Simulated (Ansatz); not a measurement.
Molecule: SrF₂ (charge 0, singlet). 
Structure (B3LYP-D3(BJ)/def2-TZVP (Ansatz, a quantum-chemistry and plane-wave program) minimum search):
SMILES: [F][Sr][F]
```xyz
3

Sr     0.2145    -0.1109    -0.1638
F     -0.6824     1.6736    -0.9291
F     -0.2233    -1.2053     1.6209
```
Charge 0, spin multiplicity 1.

Basis-set convergence of Hartree-Fock and CCSD(T) correlation energies (hartree) with Ansatz. Cores are frozen in the correlated levels unless marked. No spin-orbit coupling. Frozen are the shells of the preceding noble gas and the d and f shells that filled before the atom's block. The outer core of K, Ca and their heavier congeners is not correlated, a term that matters for these elements. In def2 rows, elements after Kr have scalar-relativistic effective core potentials.

```json
[
 {"basis": "def2-SVP", "functions": "51", "E(HF)": "-229.19603", "E(corr, CCSD(T))": "-0.41564"},
 {"basis": "def2-TZVPP", "functions": "102", "E(HF)": "-229.46161", "E(corr, CCSD(T))": "-0.55983"},
 {"basis": "def2-QZVPP", "functions": "177", "E(HF)": "-229.47769", "E(corr, CCSD(T))": "-0.61560"}
]
```

Extrapolating the two largest sets (X = 3 and 4) as X^-3: E(corr) = (64·(-0.61560) - 27·(-0.55983))/37 = -0.6563 Eh, an estimate of the basis-set limit. The largest set recovers 93.8 % of it, the smallest 63.3 %.
